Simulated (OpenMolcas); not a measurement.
An atom or ion with 12 electrons was computed by SS-CASPT2, IPEA 0.25 Eh, imaginary shift 0.1 Eh with spin-orbit coupling (OpenMolcas, ANO-RCC-VQZP, DKH2). The lowest levels that the run gave, each within 12 % of the measured value where one is at hand:

| J | Parity | E (cm-1) | g |
| --- | --- | --- | --- |
| 0 | even | 0.0 |  |
| 0 | odd | 21795 |  |
| 1 | odd | 21810 | 1.501 |
| 2 | odd | 21841 | 1.501 |

Q: Which ion is it, and what are the configurations and terms?

A: Mg I (Z = 12, neutral; active space 2 electrons in 8 orbitals (3s 3p 4s 4p)). J, parity and g give the terms where levels are pure, and mixed ones are named by the computed weights; the size of the splittings, set against known spectra of the 12-electron sequence, gives the charge. In order, with the measured energies in cm-1 (NIST Handbook of Basic Atomic Spectroscopic Data): 3s2 1S0, 3s 3p 3P* 0 (21850), 3s 3p 3P* 1 (21870), 3s 3p 3P* 2 (21911).

Active for correlation alone: 4p 4s; no level in the range computed is led by a configuration that fills them, so any true level of that kind is missing. Computed and measured levels are paired by configuration, term and J; levels that our copy of the source lacks, or whose pairing is in doubt (as where it misses far off the trend of its configuration), stay unpaired and out of the deviations. Only configurations of the active space appear.

* marks odd parity.
